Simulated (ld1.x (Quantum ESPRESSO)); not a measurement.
## Building the ultrasoft potential for cadmium (Cd) (LDA (PZ), non-relativistic).

Input for ld1.x (Quantum ESPRESSO) 7.5:

```
&input
   title='Cd', zed=48., rel=0, dft='PZ', iswitch=3,
   config='[Kr] 4d10 5s2 5p0',
   nld=3, rlderiv=3.10, eminld=-7.0, emaxld=5.0, deld=0.02
 /
 &inputp
   pseudotype=3, tm=.true., lloc=-1, rcloc=2.35,
   nlcc=.true., rcore=1.05,
   file_pseudopw='Cd.UPF', file_wfcaegen='ae.wfc', file_wfcncgen='nc.wfc', file_beta='beta', file_chi='chi', file_wfcusgen='us.wfc'
 /
6
5S  1  0   2.00   0.00  2.35  2.85  0.0
5S  1  0   0.00   2.45  2.35  2.85  0.0
4P  2  1   6.00   0.00  1.40  1.65  0.0
5P  3  1   0.00   0.00  1.40  1.65  0.0
4D  3  2  10.00   0.00  1.30  1.50  0.0
4D  3  2   0.00   4.40  1.30  1.50  0.0
 &test
   configts(1)='4p6 4d10 5s2 5p0'
 /
```

Command:

```bash
ld1.x < Cd.in > Cd.out
```

Output (shortened: banner, matrices, multipoles, cross overlaps and the repeated all-electron block are left out):

```
Program LD1 v.7.5
     --------------------------- All-electron run ----------------------------

     Cd

     atomic number is 48.00
     dft =PZ   lsd =0 sic =0 latt =0  beta=0.20 tr2=1.0E-14
     Exchange-correlation= PZ
                           (   1   1   0   0   0   0   0)
     mesh =1239 r(mesh) =  99.86297 a.u. xmin = -7.00 dx = 0.01250
     1 Ry =  13.60569312 eV

     n l     nl                  e(Ry)          e(Ha)          e(eV)
     1 0     1S 1( 2.00)     -1882.9555      -941.4777    -25618.9145
     2 0     2S 1( 2.00)      -273.6664      -136.8332     -3723.4205
     2 1     2P 1( 6.00)      -255.2717      -127.6359     -3473.1487
     3 0     3S 1( 2.00)       -50.7603       -25.3802      -690.6295
     3 1     3P 1( 6.00)       -43.2756       -21.6378      -588.7944
     4 0     4S 1( 2.00)        -7.1915        -3.5958       -97.8457
     4 1     4P 1( 6.00)        -4.7899        -2.3949       -65.1695
     3 2     3D 1(10.00)       -29.3711       -14.6856      -399.6146
     4 2     4D 1(10.00)        -0.9405        -0.4702       -12.7957
     5 0     5S 1( 2.00)        -0.4089        -0.2045        -5.5640
     5 1     5P 1( 0.00)        -0.1057        -0.0528        -1.4378

     final scf error:  1.5E-15 reached in  30 iterations

     Etot =  -10924.738657 Ry,   -5462.369328 Ha, -148638.641610 eV

     Ekin =   10918.220680 Ry,    5459.110340 Ha,  148549.960025 eV
     Encl =  -26017.774027 Ry,  -13008.887013 Ha, -353989.849151 eV
     Eh   =    4466.785483 Ry,    2233.392742 Ha,   60773.712531 eV
     Exc  =    -291.970793 Ry,    -145.985397 Ha,   -3972.465015 eV

     normalization and overlap integrals

     s(1S/1S) =  1.000000  <r> =   0.0317  <r2> =    0.0013  r(max) =   0.0211
     s(2S/2S) =  1.000000  <r> =   0.1375  <r2> =    0.0222  r(max) =   0.1169
     s(2P/2P) =  1.000000  <r> =   0.1173  <r2> =    0.0167  r(max) =   0.0911
     s(3S/3S) =  1.000000  <r> =   0.3719  <r2> =    0.1580  r(max) =   0.3383
     s(3P/3P) =  1.000000  <r> =   0.3632  <r2> =    0.1530  r(max) =   0.3218
     s(4S/4S) =  1.000000  <r> =   0.9095  <r2> =    0.9380  r(max) =   0.8218
     s(4P/4P) =  1.000000  <r> =   0.9734  <r2> =    1.0869  r(max) =   0.8533
     s(3D/3D) =  1.000000  <r> =   0.3348  <r2> =    0.1333  r(max) =   0.2668
     s(4D/4D) =  1.000000  <r> =   1.2767  <r2> =    1.9890  r(max) =   0.9790
     s(5S/5S) =  1.000000  <r> =   2.9960  <r2> =   10.3819  r(max) =   2.4383
     s(5P/5P) =  1.000000  <r> =   4.3524  <r2> =   22.6474  r(max) =   3.2914

     ------------------------ End of All-electron run ------------------------

     --------------------- Generating US pseudopotential ---------------------

      Generating local potential from pseudized AE potential:
      Matching radius rcloc =   2.3500

      Local pseudo, rcloc= 2.349 Estimated cut-off energy=     4.51 Ry

      Computing core charge for nlcc:

       r > 1.06 : true rho core
       r < 1.06 : rho core = a sin(br)/r    a=   3.86  b=   2.44

      Integrated core pseudo-charge :   2.34

      Wfc   5S  rcut= 2.349  Using Troullier-Martins method
      Wfc-us  5S rcutus= 2.869  Estimated cut-off energy=     5.68 Ry

      Wfc   5S  rcut= 2.349  Using Troullier-Martins method
      Wfc-us  5S rcutus= 2.869  Estimated cut-off energy=    12.90 Ry

      Wfc   4P  rcut= 1.389  Using Troullier-Martins method
      Wfc-us  4P rcutus= 1.655  Estimated cut-off energy=    31.54 Ry

      Wfc   5P  rcut= 1.389  Using Troullier-Martins method
      Wfc-us  5P rcutus= 1.655  Estimated cut-off energy=    58.76 Ry

      Wfc   4D  rcut= 1.289  Using Troullier-Martins method
      Wfc-us  4D rcutus= 1.498  Estimated cut-off energy=    51.77 Ry

      Wfc   4D  rcut= 1.289  Using Troullier-Martins method
      Wfc-us  4D rcutus= 1.498  Estimated cut-off energy=    92.69 Ry

     ------------------- End of pseudopotential generation -------------------

     Computing logarithmic derivative in   3.11139
     Computing logarithmic derivative in   3.11139
     Computing the partial wave expansion
     R is outside the sphere for l=    0 j= 0.00
     R is outside the sphere for l=    0 j= 0.00
     R is outside the sphere for l=    1 j= 0.00
     R is outside the sphere for l=    1 j= 0.00
     R is outside the sphere for l=    2 j= 0.00
     R is outside the sphere for l=    2 j= 0.00

     ---------------------- Testing the pseudopotential ----------------------

     Cd

     atomic number is 48.00   valence charge is 18.00
     dft =PZ   lsd =0 sic =0 latt =0  beta=0.20 tr2=1.0E-14
     mesh =1239 r(mesh) =  99.86297 xmin = -7.00 dx = 0.01250

     n l     nl             e AE (Ry)        e PS (Ry)    De AE-PS (Ry)
     2 1     4P   1( 6.00)       -4.78987       -4.78987        0.00000
     3 2     4D   1(10.00)       -0.94047       -0.94047        0.00000
     1 0     5S   1( 2.00)       -0.40894       -0.40894        0.00000
     3 1     5P   1( 0.00)       -0.10567       -0.06305       -0.04263  !

     eps = 1.6E-19  iter =  1

     Etot =  -10924.738657 Ry,   -5462.369328 Ha, -148638.641610 eV
     Etotps =  -260.285346 Ry,    -130.142673 Ha,   -3541.362541 eV

     Ekin =      83.551014 Ry,      41.775507 Ha,    1136.769455 eV
     Encl =    -483.333096 Ry,    -241.666548 Ha,   -6576.081781 eV
     Ehrt =     225.223602 Ry,     112.611801 Ha,    3064.323218 eV
     Ecxc =     -30.594901 Ry,     -15.297451 Ha,    -416.264838 eV
     (Ecc =      -2.513571 Ry,      -1.256785 Ha,     -34.198876 eV)
     Epseu=     -55.131965 Ry,     -27.565982 Ha,    -750.108596 eV

     ---------------------- End of pseudopotential test ----------------------
```

Generation and configuration tests took about 2.2 s on one core of a shared server CPU.

Transferability test of the new file with ld1.x, input:

```
&input
   title='Cd', zed=48., rel=0, dft='PZ', iswitch=2,
   config='[Kr] 4d10 5s2 5p0'
 /
 &test
   file_pseudo='Cd.UPF', nconf=10,
   configts(1)='4p6 4d10 5s2 5p0',
   configts(2)='4p6 4d10 5s1 5p0',
   configts(3)='4p6 4d10 5s0 5p0',
   configts(4)='4p6 4d9 5s0 5p0',
   configts(5)='4p6 4d9 5s2 5p1',
   configts(6)='4p6 4d10 5s1.5 5p0',
   configts(7)='4p6 4d10 5s0 5p2',
   configts(8)='4p5 4d10 5s2 5p0',
   configts(9)='4p6 4d10 5s1 5p0', lsdts(9)=1,
   configts(10)='4p6 4d9 5s0 5p0', lsdts(10)=1
 /
```

```bash
ld1.x < Cd.test.in > Cd.test.out
```

Pseudopotential blocks of its output, shortened (energy terms left out; the distinct warnings before each block abridged to one line each):

```
     ---------------------- Testing the pseudopotential ----------------------

     n l     nl             e AE (Ry)        e PS (Ry)    De AE-PS (Ry)
     2 1     4P   1( 6.00)       -4.78987       -4.78987        0.00000
     3 2     4D   1(10.00)       -0.94047       -0.94047        0.00000
     1 0     5S   1( 2.00)       -0.40894       -0.40894        0.00000
     3 1     5P   1( 0.00)       -0.10567       -0.06305       -0.04263  !

     eps = 1.6E-20  iter =  1

     Etot =  -10924.738657 Ry,   -5462.369328 Ha, -148638.641610 eV
     Etotps =  -260.285346 Ry,    -130.142673 Ha,   -3541.362541 eV

     ---------------------- End of pseudopotential test ----------------------

          ---------------------- Testing the pseudopotential ----------------------

     n l     nl             e AE (Ry)        e PS (Ry)    De AE-PS (Ry)
     2 1     4P   1( 6.00)       -5.42641       -5.41921       -0.00720  !
     3 2     4D   1(10.00)       -1.57189       -1.56675       -0.00514  !
     1 0     5S   1( 1.00)       -0.93641       -0.93591       -0.00050
     3 1     5P   1( 0.00)       -0.55565       -0.46602       -0.08963  !

     eps = 1.2E-15  iter = 20

     Etot =  -10924.071797 Ry,   -5462.035898 Ha, -148629.568522 eV
     Etotps =  -259.618967 Ry,    -129.809483 Ha,   -3532.295991 eV
     dEtot_ae =       0.666860 Ry
     dEtot_ps =       0.666379 Ry,   Delta E=       0.000481 Ry

     ---------------------- End of pseudopotential test ----------------------

          Warning: n=2, l=1 expected 0 nodes, found 1
     ---------------------- Testing the pseudopotential ----------------------

     n l     nl             e AE (Ry)        e PS (Ry)    De AE-PS (Ry)
     2 1     4P   1( 6.00)       -6.15075       -6.13718       -0.01356  !
     3 2     4D   1(10.00)       -2.28674       -2.28002       -0.00672  !
     1 0     5S   1( 0.00)       -1.51224       -1.52059        0.00835  !
     3 1     5P   1( 0.00)       -1.06030       -0.92053       -0.13978  !

     eps = 3.7E-17  iter =  7

     Etot =  -10922.849306 Ry,   -5461.424653 Ha, -148612.935690 eV
     Etotps =  -258.393822 Ry,    -129.196911 Ha,   -3515.627048 eV
     dEtot_ae =       1.889350 Ry
     dEtot_ps =       1.891524 Ry,   Delta E=      -0.002174 Ry

     ---------------------- End of pseudopotential test ----------------------

          ---------------------- Testing the pseudopotential ----------------------

     n l     nl             e AE (Ry)        e PS (Ry)    De AE-PS (Ry)
     2 1     4P   1( 6.00)       -7.35719       -7.39730        0.04011  !
     3 2     4D   1( 9.00)       -3.42529       -3.45272        0.02743  !
     1 0     5S   1( 0.00)       -2.29854       -2.32710        0.02855  !
     3 1     5P   1( 0.00)       -1.76065       -1.55012       -0.21053  !

     eps = 3.5E-15  iter =  7

     Etot =  -10920.001981 Ry,   -5460.000991 Ha, -148574.195861 eV
     Etotps =  -255.537380 Ry,    -127.768690 Ha,   -3476.763170 eV
     dEtot_ae =       4.736675 Ry
     dEtot_ps =       4.747966 Ry,   Delta E=      -0.011291 Ry

     ---------------------- End of pseudopotential test ----------------------

          Warning: n=1, l=0 expected 0 nodes, found 1
     Warning: n=3, l=2 expected 0 nodes, found 1
     ---------------------- Testing the pseudopotential ----------------------

     n l     nl             e AE (Ry)        e PS (Ry)    De AE-PS (Ry)
     2 1     4P   1( 6.00)       -5.26029       -5.38787        0.12758  !
     3 2     4D   1( 9.00)       -1.35380       -1.47157        0.11777  !
     1 0     5S   1( 2.00)       -0.56841       -0.62147        0.05306  !
     3 1     5P   1( 1.00)       -0.20369       -0.16771       -0.03598  !

     eps = 2.3E-15  iter = 46

     Etot =  -10923.746750 Ry,   -5461.873375 Ha, -148625.146034 eV
     Etotps =  -259.180554 Ry,    -129.590277 Ha,   -3526.331088 eV
     dEtot_ae =       0.991907 Ry
     dEtot_ps =       1.104791 Ry,   Delta E=      -0.112885 Ry

     ---------------------- End of pseudopotential test ----------------------

          ---------------------- Testing the pseudopotential ----------------------

     n l     nl             e AE (Ry)        e PS (Ry)    De AE-PS (Ry)
     2 1     4P   1( 6.00)       -5.09526       -5.09237       -0.00289
     3 2     4D   1(10.00)       -1.24379       -1.24155       -0.00224
     1 0     5S   1( 1.50)       -0.66398       -0.66334       -0.00063
     3 1     5P   1( 0.00)       -0.31963       -0.25352       -0.06611  !

     eps = 3.3E-15  iter = 21

     Etot =  -10924.471259 Ry,   -5462.235630 Ha, -148635.003481 eV
     Etotps =  -260.018111 Ry,    -130.009055 Ha,   -3537.726619 eV
     dEtot_ae =       0.267398 Ry
     dEtot_ps =       0.267235 Ry,   Delta E=       0.000162 Ry

     ---------------------- End of pseudopotential test ----------------------

          ---------------------- Testing the pseudopotential ----------------------

     n l     nl             e AE (Ry)        e PS (Ry)    De AE-PS (Ry)
     2 1     4P   1( 6.00)       -5.02892       -5.13925        0.11033  !
     3 2     4D   1(10.00)       -1.17235       -1.28421        0.11186  !
     1 0     5S   1( 0.00)       -0.55464       -0.63217        0.07753  !
     3 1     5P   1( 2.00)       -0.21323       -0.19822       -0.01501  !

     eps = 7.5E-15  iter = 24

     Etot =  -10924.093709 Ry,   -5462.046854 Ha, -148629.866648 eV
     Etotps =  -259.507567 Ry,    -129.753783 Ha,   -3530.780314 eV
     dEtot_ae =       0.644948 Ry
     dEtot_ps =       0.777779 Ry,   Delta E=      -0.132832 Ry

     ---------------------- End of pseudopotential test ----------------------

          ---------------------- Testing the pseudopotential ----------------------

     n l     nl             e AE (Ry)        e PS (Ry)    De AE-PS (Ry)
     2 1     4P   1( 5.00)       -5.88557       -5.99525        0.10968  !
     3 2     4D   1(10.00)       -1.95456       -2.03752        0.08296  !
     1 0     5S   1( 2.00)       -1.05859       -1.06551        0.00693  !
     3 1     5P   1( 0.00)       -0.63831       -0.53793       -0.10039  !

     eps = 7.1E-15  iter = 24

     Etot =  -10919.414682 Ry,   -5459.707341 Ha, -148566.205245 eV
     Etotps =  -254.896837 Ry,    -127.448419 Ha,   -3468.048147 eV
     dEtot_ae =       5.323975 Ry
     dEtot_ps =       5.388509 Ry,   Delta E=      -0.064534 Ry

     ---------------------- End of pseudopotential test ----------------------

          ---------------------- Testing the pseudopotential ----------------------

     n l     nl             e AE (Ry)        e PS (Ry)    De AE-PS (Ry)
     2 1     4P   1( 3.00)       -5.42601       -5.40835       -0.01766  !
     3 2     4D   1( 5.00)       -1.57632       -1.56290       -0.01342  !
     1 0     5S   1( 1.00)       -0.96058       -0.95695       -0.00364
     3 1     5P   1( 0.00)       -0.57738       -0.48178       -0.09560  !
     2 1     4P   2( 3.00)       -5.42200       -5.40534       -0.01666  !
     3 2     4D   2( 5.00)       -1.56251       -1.54806       -0.01445  !
     1 0     5S   2( 0.00)       -0.90194       -0.89740       -0.00454
     3 1     5P   2( 0.00)       -0.52268       -0.43404       -0.08864  !

     eps = 5.0E-15  iter = 30

     Etot =  -10924.085949 Ry,   -5462.042974 Ha, -148629.761067 eV
     Etotps =  -259.632667 Ry,    -129.816333 Ha,   -3532.482385 eV
     dEtot_ae =       0.652708 Ry
     dEtot_ps =       0.652679 Ry,   Delta E=       0.000029 Ry

     ---------------------- End of pseudopotential test ----------------------

          ---------------------- Testing the pseudopotential ----------------------

     n l     nl             e AE (Ry)        e PS (Ry)    De AE-PS (Ry)
     2 1     4P   1( 3.00)       -7.38395       -7.42700        0.04305  !
     3 2     4D   1( 5.00)       -3.45020       -3.47975        0.02955  !
     1 0     5S   1( 0.00)       -2.30844       -2.33734        0.02890  !
     3 1     5P   1( 0.00)       -1.76792       -1.55467       -0.21326  !
     2 1     4P   2( 3.00)       -7.32829       -7.36514        0.03685  !
     3 2     4D   2( 4.00)       -3.39845       -3.42354        0.02509  !
     1 0     5S   2( 0.00)       -2.28785       -2.31589        0.02803  !
     3 1     5P   2( 0.00)       -1.75276       -1.54503       -0.20773  !

     eps = 2.2E-15  iter =  9

     Etot =  -10920.014915 Ry,   -5460.007457 Ha, -148574.371830 eV
     Etotps =  -255.551428 Ry,    -127.775714 Ha,   -3476.954308 eV
     dEtot_ae =       4.723742 Ry
     dEtot_ps =       4.733918 Ry,   Delta E=      -0.010176 Ry

     ---------------------- End of pseudopotential test ----------------------
```
